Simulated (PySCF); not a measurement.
**PBE0 on Ba (barium, neutral)**

Configuration: [Xe] 6p2, high-spin 3P determinant (an excited configuration). All numbers are calculated (PySCF 2.14, scalar relativity by spin-free X2C-1e, in aug-cc-pwCVTZ-X2C with one added diffuse shell each of s, p, d, f type (12s11p9d5f, 125 functions)).

* Total energy: -8134.26 hartree
* One-electron energy: -11096.72 hartree
* Hartree (Coulomb) energy: 3162.11 hartree
* Exchange-correlation energy: -199.65 hartree
* ⟨S²⟩: 2.0000
* ⟨L²⟩: 2.012
* Sum of ⟨r⟩: 46.09 bohr
* Sum of ⟨r²⟩: 123.7 bohr²
* Traceless quadrupole moment −½Σ⟨3z² − r²⟩ along its main axis: 17.0 e·bohr²
* Langevin diamagnetic susceptibility: -98.0 ×10⁻⁶ cm³/mol
* Time after the integrals: 4.8 s of wall time on 1 thread of Neoverse-V2 (shared host)

| shell | electrons | mean orbital energy (hartree) | spread (hartree) | rms radius, mean of both spins (bohr) |
| --- | --- | --- | --- | --- |
| 1s α | 1 | -1370.44701 | 0 | 0.0292 |
| 1s β | 1 | -1370.44665 | 0 | 0.0292 |
| 2s α | 1 | -217.69980 | 0 | 0.119 |
| 2s β | 1 | -217.69962 | 0 | 0.119 |
| 2p α | 3 | -195.36243 | 0.00018 | 0.106 |
| 2p β | 3 | -195.36210 | 0.00048 | 0.106 |
| 3s α | 1 | -46.46379 | 0 | 0.311 |
| 3s β | 1 | -46.46345 | 0 | 0.311 |
| 3p α | 3 | -39.23611 | 0.00067 | 0.311 |
| 3p β | 3 | -39.23568 | 0.00106 | 0.311 |
| 3d α | 5 | -28.64516 | 0.00073 | 0.289 |
| 3d β | 5 | -28.64486 | 0.00095 | 0.289 |
| 4s α | 1 | -9.36904 | 0 | 0.716 |
| 4s β | 1 | -9.36823 | 0 | 0.716 |
| 4p α | 3 | -7.00593 | 0.00147 | 0.762 |
| 4p β | 3 | -7.00506 | 0.00229 | 0.762 |
| 4d α | 5 | -3.52434 | 0.00184 | 0.863 |
| 4d β | 5 | -3.52350 | 0.00246 | 0.863 |
| 5s α | 1 | -1.41446 | 0 | 1.74 |
| 5s β | 1 | -1.41069 | 0 | 1.74 |
| 5p α | 3 | -0.82620 | 0.00473 | 2.03 |
| 5p β | 3 | -0.82260 | 0.00794 | 2.03 |
| 6p α | 2 | -0.10053 | 0 | 6.30 |

Spin-orbit coupling, absent here, splits the open shell strongly.

Densities and radii are taken from the X2C orbitals without a picture-change correction, which distorts them close to the nucleus.
